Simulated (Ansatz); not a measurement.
Born–Oppenheimer molecular dynamics of a periodic cell of 20 atoms, Cl (contents 10 Cl2, density as packed 1.43 g/cm³ with natural masses). It goes on from the last frame of an earlier run, with new velocities.

All numbers below come from DFT LDA, scalar-relativistic, plane waves, PAW (Ansatz). Settings: accuracy low, cutoff 420 eV, k mesh 1x1x1, fermi-dirac smearing 0.05 eV, no spin polarisation.

```yaml
ensemble: NVT, Langevin thermostat
time_step: 2 fs
steps_asked: 400
set_temperature: 1000 K
friction: 0.01 /fs
seed: 100809
```

First frame:

```xyz
20
Lattice="9.3789 0.0000 0.0000 0.0000 9.3789 0.0000 0.0000 0.0000 9.3789" Properties=species:S:1:pos:R:3
Cl 7.875 3.052 1.748
Cl 6.938 4.697 2.013
Cl 4.673 8.135 4.826
Cl 3.730 6.473 4.578
Cl 6.491 8.292 9.490
Cl 5.673 8.354 7.571
Cl 0.383 9.060 2.050
Cl 0.712 7.213 2.861
Cl 1.149 5.283 4.792
Cl -0.608 4.407 4.910
Cl 3.171 4.362 2.175
Cl 2.218 2.686 2.360
Cl 0.885 8.052 6.233
Cl 1.028 6.581 7.590
Cl 6.757 2.718 4.941
Cl 5.745 1.630 6.389
Cl 9.159 3.271 7.906
Cl 8.513 1.584 8.753
Cl 4.439 6.628 1.571
Cl 3.124 6.939 0.073
```

(1) What does the run give?

(2) What happens to the structure?

(3) How do temperature and energy run in time?

Results:

(1) All steps were run.

| Quantity | Value |
| --- | --- |
| steps done | 400 |
| time covered | 800 fs |
| mean temperature over the second half | 1005 K |
| spread of the potential energy over the second half | 11.2 meV per atom |
| mean potential energy of the second half above the start | 15.6 meV per atom |

A run of 0.8 ps of so small a system gives no equilibrium averages. Limits of this set-up: coarse k mesh, low accuracy level.

(2) Mean squared displacements from the first frame to the last, about the centre of mass: Cl 2.77 Å². The details hang on the random start.

(3) 
```csv
time (fs),T (K),potential energy less start (eV)
0.0,950,0.000
66.0,1236,0.594
132.0,793,0.594
198.0,1117,0.799
264.0,839,0.469
330.0,747,0.395
396.0,899,0.096
462.0,972,0.563
528.0,1046,0.306
594.0,933,0.290
660.0,980,0.094
726.0,1122,0.417
792.0,975,0.378
```

Time of the run: 22 min on 1 thread of Arm Neoverse V1 (shared host), peak memory 0.52 GiB.
